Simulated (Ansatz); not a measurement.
# Ligand exchange: C2H4FI + HI → C2H4I2 + HF

Species: C2H4FI (1-fluoro-2-iodoethane) `FCCI`, singlet; HI (hydrogen iodide), singlet; C2H4I2 (1,2-diiodoethane) `ICCI`, singlet; HF (hydrogen fluoride), singlet. The partners trade F for I: C–F and H–I bonds give way to C–I and H–F.

Shapes, held fixed at every level: PBE0-D4/def2-TZVP. Flexible molecules stand in one conformer, not always the lowest. Programs: Ansatz 0.2.0. The zero-point and thermal change to 298 K, harmonic and unscaled (PBE0-D4/def2-TZVP), is +5.3 kJ/mol.

| level | kind | ΔH(298 K) (kJ/mol) | less CCSD(T)/def2-TZVPP |
| --- | --- | --- | --- |
| r2SCAN-D4/def2-TZVPP | meta-GGA | -30.7 | +7.4 |
| B3LYP-D4/def2-TZVPP | global hybrid | -31.9 | +6.2 |
| PBE0-D4/def2-TZVPP | global hybrid | -35.5 | +2.6 |
| wB97M-V/def2-TZVPP | range-separated hybrid | -27.2 | +10.9 |
| MP2/def2-SVP | perturbation theory | -26.3 | +11.8 |
| MP2/def2-TZVPP | perturbation theory | -55.4 | -17.3 |
| CCSD/def2-SVP | coupled cluster or CI | -9.6 | +28.5 |
| CCSD(T)/def2-TZVPP | coupled cluster or CI | -38.1 | 0.0 |

The highest level, CCSD(T)/def2-TZVPP, gives ΔH(298 K) = -38.1 kJ/mol; the levels span -55.4 to -9.6. The column of differences is taken from that level and isn't an error. No measured value is set beside it here. For atoms past krypton def2 sets carry core potentials with scalar relativity. Outer-core shells of I are correlated, in sets that cover them unevenly.
